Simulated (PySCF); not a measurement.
Bonds: Si1-C2, Si1-C9, Si1-N16, Si1-N22, C2-C3, C9-C10, N16-C17, N22-C23. C2 carries H4, H5; C3 carries H6, H7, H8; C9 carries H11, H12; C10 carries H13, H14, H15; N16 carries H18; C17 carries H19, H20, H21; N22 carries H24; C23 carries H25, H26, H27.

PySCF calculation with GIAO KT2/pcSseg-1 shieldings and coordinates at the PBE0-D3(BJ)/def2-SVP level; single conformer, rapidly exchanging positions averaged, no solvent model, non-relativistic.

Referencing at the same level of theory: 13C (σ = 183.22 ppm) and 1H (σ = 31.18 ppm) and 29Si (σ = 361.05 ppm) against TMS; 15N (σ = 264.30 ppm) vs NH3.

```
                  atoms  nucleus  count  δ (ppm)
                C17/C23      13C      2        ?
                 C3/C10      13C      2        ?
                N16/N22      15N      2     26.3
                H18/H24       1H      2        ?
                  C2/C9      13C      2      8.3
          H4/H5/H11/H12       1H      4     0.45
H19/H20/H21/H25/H26/H27       1H      6     2.68
   H6/H7/H8/H13/H14/H15       1H      6     0.93
                    Si1     29Si      1     -3.9
```

Q: Estimate the values marked ?.

A: 
- C17/C23: 30.5 ppm, carbon bonded to N, 3 H
- C3/C10: 9.3 ppm, carbon bonded to C, 3 H
- H18/H24: -0.13 ppm, hydrogen on a nitrogen bonded to C, Si

OH/NH shifts are gas-phase values; hydrogen bonding in solution moves them, usually downfield. Shifts are as computed. Against solution values, carbons near 30 ppm lie about +2 ppm off and those near 130 ppm about -5 ppm. Of 1309 compounds with measured shifts, 239 miss one by over three times the rms of a fit or turn the order of signals round; such compounds aren't used in these exercises. Experimental scales use liquid or dissolved standards, which lie at an offset from isolated NH3 (liquid NH3: subtract about 20 ppm).
